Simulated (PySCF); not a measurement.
RuS₂⁻: breathing scan

Level of theory: PySCF, UPBE0, basis Ru def2-TZVPD with ECP28, S def2-TZVPD (scalar-relativistic core potentials, no spin–orbit coupling, density fitting).

Rigid scan from the doublet minimum (Ru–S 2.074 Å (×2); S–Ru–S 134.2°). Coordinate: all bonds to the central atom scaled together. Energies in kJ/mol from the minimum.

Question: Predict the curve at 0.88, 0.92, 0.96, 1.00, 1.04, 1.08, 1.14, 1.22, 1.35.

Answer: 
```
scale of all bonds to the centre  E (kJ/mol)  dipole size (D, about the centre of mass)  ⟨S²⟩
                            0.88       236.7                                       0.53  0.76
                            0.92        91.6                                       0.76  0.76
                            0.96        20.0                                       1.05  0.76
                            1.00         0.0                                       1.35  0.77
                            1.04        15.2                                       1.65  0.79
                            1.08        53.0                                       1.93  0.87
                            1.14       130.0                                       2.34  1.18
                            1.22       237.6                                       2.90  1.72
                            1.35       387.5                                       3.74  2.34
```

Spin contamination is strong at 1.14, 1.22, 1.35, so these points are less reliable.

With open d or f shells other occupations or spin states may lie lower.
